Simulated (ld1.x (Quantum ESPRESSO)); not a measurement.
Ir (Z = 77): one change to a TM potential, before and after

ld1.x (Quantum ESPRESSO) 7.5 input, shortened:

```
&input
   title='Ir', zed=77., rel=1, dft='PBE', iswitch=3,
   config='[Xe] 4f14 5d7 6s1.75 6p0'
 /
 &inputp
   pseudotype=2, tm=.true., lloc=0,
   nlcc=.false.
 /
3
5P  2  1   6.00   0.00  1.10  1.10  0.0
5D  3  2   7.00   0.00  1.90  1.90  0.0
6S  1  0   1.75   0.00  2.25  2.25  0.0
 &test
   configts(1)='5p6 5d7 6s1.75 6p0'
 /
```

All-electron outer shells of the reference configuration (PBE, scalar-relativistic, ld1.x):

| shell | level (eV) | outermost node (bohr) | outermost maximum (bohr) |
| --- | --- | --- | --- |
| 5s | -99.95 | 0.50 | 0.89 |
| 4f | -64.15 | – | 0.39 |
| 5p | -56.67 | 0.54 | 1.01 |
| 5d | -9.09 | 0.59 | 1.29 |
| 6s | -8.06 | 1.17 | 2.38 |
| 6p | -2.60 | 1.39 | 3.34 |

Change: core correction a·sin(br)/r model core inside 0.70 bohr.

Cutoffs: the cutoffs (Ry, on a coarse ladder) from which the occupation-weighted sum of valence levels, in a spherical-Bessel basis at the reference potential, stays within 10 and 1 mRy of its value at 400 Ry; they do not see the model core or the augmentation charge, which bear on the density cutoff. Errors are all-electron minus pseudo energies relative to the spin-unpolarised reference configuration.

Problem. Predict the effect on cutoff, ghosts and configuration errors.

Solution. The potential gets neither clearly harder nor softer (140 Ry and 200 Ry → 140 Ry and 200 Ry); of the 7 tests that both files solve, the error grows in 2 and shrinks in 0 by more than 15 % and 0.3 meV (median size 36.4 → 45.2 meV); neither file shows a bound ghost. A model core, the more so a compact one, raises the density cutoff, which this test does not measure.

| quantity | base | changed |
| --- | --- | --- |
| cutoff, loose | 140 Ry | 140 Ry |
| cutoff, tight | 200 Ry | 200 Ry |
| bound ghosts | none | none |
| error for 5p6 5d7 6s2 6p0, meV [ΔE -1.80 eV] | +0.4 | +0.4 |
| error for 5p6 5d7 6s1 6p0, meV [ΔE 8.08 eV] | -7.0 | -7.9 |
| error for 5p6 5d7 6s0 6p0, meV [ΔE 25.55 eV] | -36 | -45 |
| error for 5p6 5d8 6s0 6p0, meV [ΔE 6.84 eV] | -92 | -98 |
| error for 5p6 5d7 6s1.5 6p0, meV [ΔE 2.24 eV] | -1.3 | -1.3 |
| error for 5p6 5d7 6s0 6p2, meV [ΔE 9.21 eV] | -1403 | -1407 |
| error for 5p6 5d5 6s0 6p0, meV [ΔE 99.67 eV] | -202 | -254 |
| s: phases at 2.46 bohr within 0.05 rad from the reference energy up to (Ry; the scan ends near 5) | 3.0 | 3.0 |
| p: phases at 2.46 bohr within 0.05 rad from the reference energy up to (Ry; the scan ends near 5) | -1.2 | -1.2 |
| d: phases at 2.46 bohr within 0.05 rad from the reference energy up to (Ry; the scan ends near 5) | 1.4 | 1.4 |
